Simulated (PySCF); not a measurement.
## `C/C=C/C=C/C=C/Cl`, C₇H₉Cl

Geometry:
```tsv
atom	x (Å)	y (Å)	z (Å)
C1	-2.957	0.229	0.227
C2	-1.688	-0.063	-0.494
C3	-0.452	0.063	0.023
C4	0.765	-0.227	-0.699
C5	2.008	-0.101	-0.182
C6	3.215	-0.395	-0.915
C7	4.445	-0.265	-0.390
Cl8	5.887	-0.616	-1.260
H9	-3.605	-0.664	0.271
H10	-2.772	0.569	1.256
H11	-3.541	1.007	-0.293
H12	-1.780	-0.409	-1.532
H13	-0.342	0.408	1.059
H14	0.657	-0.572	-1.735
H15	2.119	0.244	0.853
H16	3.117	-0.741	-1.949
H17	4.621	0.074	0.634
```

Method: quadratic response CAM-B3LYP/aug-cc-pVDZ first hyperpolarisability, Taylor convention, gas phase in PySCF. Geometry: PBE0-D3(BJ)/def2-SVP.

Give the tensor of the second harmonic β(−2ω;ω,ω) at 1064 nm in the axes of these coordinates.

In au, Taylor convention; rows are the first index (the induced dipole):
|  | xx | yy | zz | xy | xz | yz |
| --- | --- | --- | --- | --- | --- | --- |
| x | +44.5 | +27.9 | +20.9 | +1.7 | +4.8 | -2.7 |
| y | +0.8 | -1.0 | -6.7 | +25.4 | -2.6 | +0.7 |
| z | +2.2 | +0.9 | -11.7 | -2.5 | +18.6 | -6.6 |

Norm of βᵢ = ⅓ Σⱼ (βᵢⱼⱼ + βⱼᵢⱼ + βⱼⱼᵢ): 90.6 au, hyper-Rayleigh value 34.3 au.
